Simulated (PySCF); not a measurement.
## Working out the excitation energy of Br²⁺

Br²⁺ [Ar] 3d10 4s2 4p3 (4S) → Br²⁺ [Ar] 3d10 4s1 4p3 5s1 (6S). All numbers are calculated (PySCF 2.14, scalar relativity through the core potential, in aug-cc-pVDZ-PP with ECP10MDF (5s4p3d, 32 functions)). Frozen: 3s2 3p6 3d10. Energies in hartree (1 hartree = 27.21139 eV):

```json
{"part": "UHF", "Br²⁺ (lower)": "-414.339013", "Br²⁺ (upper)": "-413.385187"}
{"part": "MP2 opposite-spin", "Br²⁺ (lower)": "-0.043094", "Br²⁺ (upper)": "0.000000"}
{"part": "MP2 same-spin", "Br²⁺ (lower)": "-0.015246", "Br²⁺ (upper)": "-0.023711"}
```

What does Hartree-Fock give?

(-413.385187) − (-414.339013) = 0.953826 hartree = 25.955 eV.

What do MP2 and SCS-MP2 (6/5 opposite-spin, 1/3 same-spin) give?

The opposite-spin parts differ by 1.173 eV and the same-spin parts by -0.230 eV. MP2: 25.955 + (1.173) + (-0.230) = 26.898 eV. SCS-MP2: 25.955 + 1.2 × (1.173) + (-0.230)/3 = 27.286 eV.

A double-zeta basis recovers only part of the correlation energy.
